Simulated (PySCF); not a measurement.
A side-by-side comparison of computed properties.

First species: N-methyl propargyl amine, C4H7N.
SMILES: `C#CCNC`

Second species: C2H11FSSi3.
Geometry (GFN2-xTB, Å), atoms numbered from 1 in this order:
```xyz
18
C2H11FSSi3 angstrom
C     -3.2162   -0.4814    0.4574
Si    -2.4153   -0.1979   -1.2354
C     -0.7059    0.6090   -0.9784
S      0.3776   -0.5239   -0.0341
Si     2.1768    0.6462   -0.0163
F      1.7339    2.1334    0.4635
Si     3.7409   -0.2068    1.4340
H     -3.3635    0.4547    0.9902
H     -2.5889   -1.1170    1.0767
H     -4.1849   -0.9615    0.3587
H     -3.1967    0.7427   -2.0503
H     -2.2254   -1.4617   -1.9528
H     -0.7725    1.5383   -0.4169
H     -0.2176    0.8140   -1.9284
H      2.4924    0.9350   -1.4126
H      3.2810   -0.2853    2.8216
H      4.1580   -1.5428    1.0099
H      4.9173    0.6647    1.4015
```

Levels: CAM-B3LYP/def2-SVPD for dipole moment, HOMO energy, LUMO energy, HOMO–LUMO gap, static isotropic polarisability and electronic spatial extent ⟨r²⟩ about the centre of nuclear charge; TDDFT CAM-B3LYP/def2-SVPD for lowest singlet excitation; TDA CAM-B3LYP/def2-SVPD for lowest triplet excitation (Tamm–Dancoff); GFN2-xTB for rotational constant A and rotational constant C. Geometries: GFN2-xTB. All species are isolated and taken at one optimised geometry, non-relativistic unless stated; the electronic structure was computed with PySCF and density fitting.

The conformers computed, where there is a choice (atom-mapped SMILES and torsion angles):
- `[CH:1]#[C:2][CH2:3][NH:4][CH3:5]`: C2–C3–N4–C5 65°
- `[CH3:1][SiH2:2][CH2:3][S:4][Si@@H:5]([F:6])[SiH3:7]`: C1–Si2–C3–S4 62°, Si2–C3–S4–Si5 178°, C3–S4–Si5–F6 49°

Values for the first species:

```
Dipole moment                                                     : 0.62 D
HOMO energy                                                       : -8.15 eV
LUMO energy                                                       : 1.35 eV
HOMO–LUMO gap                                                     : 9.50 eV
Lowest singlet excitation                                         : 6.22 eV
Lowest triplet excitation (Tamm–Dancoff)                          : 5.45 eV
Static isotropic polarisability                                   : 55.1 au
Electronic spatial extent ⟨r²⟩ about the centre of nuclear charge : 473 bohr²
Rotational constant A                                             : 10.852 GHz
Rotational constant C                                             : 2.800 GHz
```

**Question.** Estimate the same properties for the second species, and the change in each.

**Answer.** 
| property | first | second | second less first |
| --- | --- | --- | --- |
| dipole moment | 0.62 D | 0.46 D | -0.16 D |
| HOMO energy | -8.15 eV | -8.41 eV | -0.26 eV |
| LUMO energy | 1.35 eV | 0.27 eV | -1.08 eV |
| HOMO–LUMO gap | 9.50 eV | 8.68 eV | -0.82 eV |
| lowest singlet excitation | 6.22 eV | 5.41 eV | -0.81 eV |
| lowest triplet excitation (Tamm–Dancoff) | 5.45 eV | 4.97 eV | -0.48 eV |
| static isotropic polarisability | 55.1 au | 129.8 au | +74.7 au |
| electronic spatial extent ⟨r²⟩ about the centre of nuclear charge | 473 bohr² | 2584 bohr² | +2111 bohr² |
| rotational constant A | 10.852 GHz | 2.754 GHz | -8.098 GHz |
| rotational constant C | 2.800 GHz | 0.441 GHz | -2.359 GHz |

On the first: The dipole equals about 2.1 × 10⁻³⁰ C·m (1 D = 3.33564 × 10⁻³⁰ C·m). S1 lies 3.28 eV below the HOMO–LUMO gap; its leading configuration is HOMO→LUMO, weight 0.74.

On the second: The vertical singlet–triplet gap S1 − T1 is 0.44 eV (TDDFT singlet less Tamm–Dancoff triplet; S1: HOMO→LUMO, weight 0.77; T1: HOMO→LUMO, weight 0.74). The polarisability is 19.23 Å³ as a volume (1 au = 0.148185 Å³), or 1.44 au for each of the 90 electrons.
